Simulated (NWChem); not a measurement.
Molecule: LiCl; SMILES [Li][Cl]

```xyz
2

Li     0.0000     0.0000    -1.6867
Cl     0.0000     0.0000     0.3170
```
Atoms are numbered in this order, from 1.

Coordinates come from a PBE0/def2-SVP optimisation.

Problem. Give the principal values of the shielding tensors (ppm) of Li1, Cl2 from PBE/cc-pVTZ, GIAO (NWChem), with their diamagnetic and paramagnetic parts as GIAO splits them.

Solution. 
```tsv
atom	σ11	σ22	σ33	isotropic	diamagnetic	paramagnetic
Li1	77.7	77.7	107.8	87.7	101.8	-14.1
Cl2	900.4	900.4	1148.4	983.0	1146.7	-163.6
```
